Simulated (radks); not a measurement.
Task: Spherical quantum dot in the effective-mass picture: electrons in a hard-walled sphere of radius 7.49, with a point charge +1 (a donor) at the centre, all in effective atomic units (hartree* = m*/eps^2 hartree, bohr* = eps/m* bohr), one dielectric constant everywhere. Calculated with a radial shooting solver with Libxc functionals: non-relativistic Kohn-Sham, PBE, spin-polarised, spherical densities. Levels are named by radial order and angular momentum (1s, 1p, 1d, 2s, ...), and open shells are averaged over m. Results are scaled to m* = 0.098 and eps = 17.7, for which hartree* = 8.512 meV and bohr* = 9.558 nm. At N = 1 the configuration is 1s(up 1, down 0). Does electron 2 go into 1p up or 1s down?

Result: Into 1s down. The total energies of the other choices lie higher by 1.38 meV (1p up).
